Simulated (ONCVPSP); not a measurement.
Hf: variants of one ONCV potential

Base potential:

ONCVPSP 4.0.1 input, shortened (lines: element, Z, core and valence counts, functional; n l f; lmax; l rc ep ncon nbas qcut; lloc lpopt rc5 dvloc0; l nproj debl; icmod fcfact rcfact), LDA (Perdew-Zunger), fully relativistic:

```
  Hf 72.00   10    4        3      upf
    1    0    2.00
    2    0    2.00
    2    1    6.00
    3    0    2.00
    3    1    6.00
    3    2   10.00
    4    0    2.00
    4    1    6.00
    4    2   10.00
    4    3   14.00
    5    0    2.00
    5    1    6.00
    5    2    2.00
    6    0    2.00
    2
    0    1.65    0.00    3    6    6.30
    1    1.95    0.00    3    8    8.00
    2    3.15    0.00    4    8    4.70
    4    5    1.50    0.00
    0    2    3.90
    1    1    0.90
    2    2    1.30
    0    0.00    0.00
```

Open shells are filled in proportion to 2j + 1.

All-electron outer shells of the reference configuration (LDA (Perdew-Zunger), scalar-relativistic, ld1.x):

| shell | level (eV) | outermost node (bohr) | outermost maximum (bohr) |
| --- | --- | --- | --- |
| 5s | -67.17 | 0.55 | 1.01 |
| 5p | -35.71 | 0.60 | 1.16 |
| 4f | -17.03 | – | 0.45 |
| 6s | -5.27 | 1.37 | 2.89 |
| 5d | -2.87 | 0.67 | 1.71 |

Cutoffs, loose and tight: the cutoffs (Ha) at which the residual kinetic energy of the hardest occupied pseudo-wave falls to 1 and 0.1 mHa per electron. They do not see the model core or the augmentation charge, which bear on the density cutoff. Test errors are all-electron minus pseudo excitation energies from the reference, over the configurations 5s2 5p6 5d2 6s1; 5s2 5p6 5d2 6s0; 5s2 5p6 5d1 6s0; 5s1 5p6 5d2 6s2. A dash means not determined; rows that change the core or the reference have their own tests. The largest error is taken over the tests solved by every variant that gives reliable tests at all: 5s1 5p6 5d2 6s2; 5s2 5p6 5d2 6s0; 5s2 5p6 5d2 6s1.

| change | outcome | cutoff, loose | cutoff, tight | bound ghosts | GHOST(+) flags above zero | largest test error (meV) |
| --- | --- | --- | --- | --- | --- | --- |
| base | generated | 16 Ha | 21 Ha | none | none | -452 |
| d: nbas 9 | generated | 16 Ha | 21 Ha | none | none | -454 |
| core correction Teter function, fcfact 5.25, rcfact 1.5 | generated | 16 Ha | 21 Ha | none | none | -525 |
| reference 5s2 5p6 5d2.5 6s1.5 | generated | 16 Ha | 21 Ha | none | none | +3.9 |
| s: qcut 8.4; p: qcut 10.6; d: qcut 6.2 | generated | 28 Ha | 33 Ha | none | s | -305 |
| local potential polynomial inside 1.50 bohr (lpopt 5, dvloc0 9.5 Ha) | generated | 16 Ha | 21 Ha | none | none | -482 |
| functional PBEsol | generated | 16 Ha | 21 Ha | none | none | -452 |

(1) What comes out with this change to the base: s: qcut 5.5?

(2) What comes out with this change to the base: s: qcut 8.1?

(3) What comes out with this change to the base: p: nproj 3?

## Answers

(1) outcome: generated; cutoff, loose: 16 Ha; cutoff, tight: 33 Ha; bound ghosts: none; GHOST(+) flags above zero: s; largest test error (meV): -517.

(2) outcome: generated; cutoff, loose: 23 Ha; cutoff, tight: 27 Ha; bound ghosts: none; GHOST(+) flags above zero: s; largest test error (meV): -329.

(3) outcome: generated, projector energies reset by the program; cutoff, loose: 16 Ha; cutoff, tight: 21 Ha; bound ghosts: none; GHOST(+) flags above zero: none; largest test error (meV): -487.
